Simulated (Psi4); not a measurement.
CH6O2Se2Si (SMILES CO[Si](O)([SeH])[SeH]), singlet, at a GFN2-xTB geometry; PBE/6-311G** (Psi4).

Here is a job for Psi4.
```
memory 2 GB

molecule mol {
0 1
  C     2.558972   -0.944711    0.335001
  O     1.522752   -0.435856    1.121968
  Si    0.049857    0.005015    0.630912
  O    -0.818125    0.290743    1.954947
  Se   -0.056803    2.025116   -0.415364
  Se   -0.761581   -1.734986   -0.645684
  H     2.195527   -1.756635   -0.302881
  H     3.326710   -1.328671    1.005400
  H     2.982296   -0.158625   -0.294139
  H    -0.697911   -0.240795    2.738430
  H     0.393887    1.555534   -1.702597
  H    -2.064312   -1.176272   -0.826659
}

set basis 6-311g**
set reference rks

energy('pbe')
print_variables()
```

The log (banner, timings and long lists left out):

```
   => Loading Basis Set <=

    Name: 6-311G**
    Role: ORBITAL
    Keyword: BASIS

         ---------------------------------------------------------
                                   SCF
               by Justin Turney, Rob Parrish, Andy Simmonett
                          and Daniel G. A. Smith
                              RKS Reference
         ---------------------------------------------------------

  ==> Geometry <==

    Molecular point group: c1
    Full point group: C1

    Geometry (in Angstrom), charge = 0, multiplicity = 1:

       Center              X                  Y                   Z               Mass
    ------------   -----------------  -----------------  -----------------  -----------------
         C            2.625591499894    -0.972203990202     0.390864264377    12.000000000000
         O            1.589371499894    -0.463348990202     1.177831264377    15.994914619570
         SI           0.116476499894    -0.022477990202     0.686775264377    27.976926534650
         O           -0.751505500106     0.263250009798     2.010810264377    15.994914619570
         SE           0.009816499894     1.997623009798    -0.359500735623    79.916521800000
         SE          -0.694961500106    -1.762478990202    -0.589820735623    79.916521800000
         H            2.262146499894    -1.784127990202    -0.247017735623     1.007825032230
         H            3.393329499894    -1.356163990202     1.061263264377     1.007825032230
         H            3.048915499894    -0.186117990202    -0.238275735623     1.007825032230
         H           -0.631291500106    -0.268287990202     2.794293264377     1.007825032230
         H            0.460506499894     1.528041009798    -1.646733735623     1.007825032230
         H           -1.997692500106    -1.203764990202    -0.770795735623     1.007825032230

  Running in c1 symmetry.

  Rotational constants: A =      0.04853  B =      0.02353  C =      0.02033 [cm^-1]
  Rotational constants: A =   1454.91368  B =    705.38976  C =    609.59407 [MHz]
  Nuclear repulsion =  864.121271192654604

  Charge       = 0
  Multiplicity = 1
  Electrons    = 110
  Nalpha       = 55
  Nbeta        = 55

  ==> Algorithm <==

  SCF Algorithm Type is DF.
  DIIS enabled.
  MOM disabled.
  Fractional occupation disabled.
  Guess Type is SAD.
  Energy threshold   = 1.00e-06
  Density threshold  = 1.00e-06
  Integral threshold = 1.00e-12

  ==> Primary Basis <==

  Basis Set: 6-311G**
    Blend: 6-311G**
    Number of shells: 96
    Number of basis functions: 204
    Number of Cartesian functions: 214
    Spherical Harmonics?: true
    Max angular momentum: 2

  ==> DFT Potential <==

   => LibXC <=

    Version 7.1.2
    S. Lehtola, C. Steigemann, M. J. T. Oliveira, and M. A. L. Marques,  SoftwareX 7, 1–5 (2018) (10.1016/j.softx.2017.11.002)

   => Composite Functional: PBE <=

    PBE GGA Exchange-Correlation Functional

    J.P. Perdew et. al., Phys. Rev. Lett., 77(18), 3865-3868, 1996

    Deriv               =              1
    GGA                 =           TRUE
    Meta                =          FALSE

    Exchange Hybrid     =          FALSE
    MP2 Hybrid          =          FALSE

   => Exchange Functionals <=

    1.0000     XC_GGA_X_PBE

   => Correlation Functionals <=

    1.0000     XC_GGA_C_PBE

   => LibXC Density Thresholds  <==

    XC_GGA_C_PBE:  1.00E-12
    XC_GGA_X_PBE:  1.00E-15

   => Molecular Quadrature <=

    Radial Scheme          =       TREUTLER
    Pruning Scheme         =           NONE
    Nuclear Scheme         =       TREUTLER

    Blocking Scheme        =         OCTREE
    BS radius alpha        =              1
    Pruning alpha          =              1
    Radial Points          =             75
    Spherical Points       =            302
    Total Points           =         256403
    Total Blocks           =           1958
    Max Points             =            256
    Max Functions          =            166
[...]

    J tasked:                   Yes
    K tasked:                    No
    wK tasked:                   No
    Algorithm:                 Core
    Schwarz Cutoff:           1E-12
    Mask sparsity (%):      17.4981
    Fitting Condition:        1E-10

   => Auxiliary Basis Set <=

  Basis Set: (6-311G** AUX)
    Blend: CC-PVTZ-JKFIT
    Number of shells: 274
    Number of basis functions: 952
    Number of Cartesian functions: 1181
    Spherical Harmonics?: true
    Max angular momentum: 4

  Minimum eigenvalue in the overlap matrix is 4.9185021065E-03.
  Reciprocal condition number of the overlap matrix is 8.1059484829E-04.
    Using symmetric orthogonalization.

  ==> Pre-Iterations <==

  SCF Guess: Superposition of Atomic Densities via on-the-fly atomic UHF (no occupation information).

   -------------------------
    Irrep   Nso     Nmo
   -------------------------
     A        204     204
   -------------------------
    Total     204     204
   -------------------------

  ==> Iterations <==

                           Total Energy        Delta E     RMS |[F,P]|

   @DF-RKS iter SAD: -5278.84357777901278   -5.27884e+03   0.00000e+00
   @DF-RKS iter   1: -5281.30191874895172   -2.45834e+00   2.15461e-02 DIIS/ADIIS
   @DF-RKS iter   2: -5278.35837679001907    2.94354e+00   3.13612e-02 DIIS/ADIIS
   @DF-RKS iter   3: -5283.74791578523855   -5.38954e+00   2.41088e-03 DIIS/ADIIS
   @DF-RKS iter   4: -5283.67733236220192    7.05834e-02   2.89678e-03 DIIS/ADIIS
   @DF-RKS iter   5: -5283.80350866064236   -1.26176e-01   2.33783e-04 DIIS/ADIIS
   @DF-RKS iter   6: -5283.80413931224302   -6.30652e-04   1.28398e-04 DIIS/ADIIS
   @DF-RKS iter   7: -5283.80442946384574   -2.90152e-04   3.84524e-05 DIIS
   @DF-RKS iter   8: -5283.80445074185354   -2.12780e-05   1.22662e-05 DIIS
   @DF-RKS iter   9: -5283.80445401087673   -3.26902e-06   3.00924e-06 DIIS
   @DF-RKS iter  10: -5283.80445424321169   -2.32335e-07   5.41526e-07 DIIS
  Energy and wave function converged.

  ==> Post-Iterations <==

   Electrons on quadrature grid:
      Ntotal   =  110.0000020133 ; deviation = 2.013e-06

    Orbital Energies [Eh]
    ---------------------

    Doubly Occupied:

[...]
      55A     -0.212096

    Virtual:

[...]
    Final Occupation by Irrep:
              A
    DOCC [    55 ]
    NA   [    55 ]
    NB   [    55 ]

  @DF-RKS Final Energy: -5283.80445424321169

   => Energetics <=

    Nuclear Repulsion Energy =            864.1212711926546035
    One-Electron Energy =               -9075.6058691652779089
    Two-Electron Energy =                3146.8609433440824432
    DFT Exchange-Correlation Energy =    -219.1807996146712014
    Empirical Dispersion Energy =           0.0000000000000000
    VV10 Nonlocal Energy =                  0.0000000000000000
    Total Energy =                      -5283.8044542432116941

Computation Completed

Properties will be evaluated at   0.000000,   0.000000,   0.000000 [a0]

Properties computed using the SCF density matrix

 Multipole Moments:

 ------------------------------------------------------------------------------------
     Multipole            Electronic (a.u.)      Nuclear  (a.u.)        Total (a.u.)
 ------------------------------------------------------------------------------------

 L = 1.  Multiply by 2.5417464519 to convert [e a0] to [Debye]
 Dipole X            :        -13.3904720           13.8481625            0.4576905
 Dipole Y            :          5.2037531           -5.7149720           -0.5112189
 Dipole Z            :        -11.5591710           11.6123200            0.0531490
 Magnitude           :                                                    0.6882225

 ------------------------------------------------------------------------------------

  Variable Map:
  ----------------------------------------------------------------------------
[...]
  Array Variable Map:
  ----------------------------------------------------------------------------
[...]
[...]
```
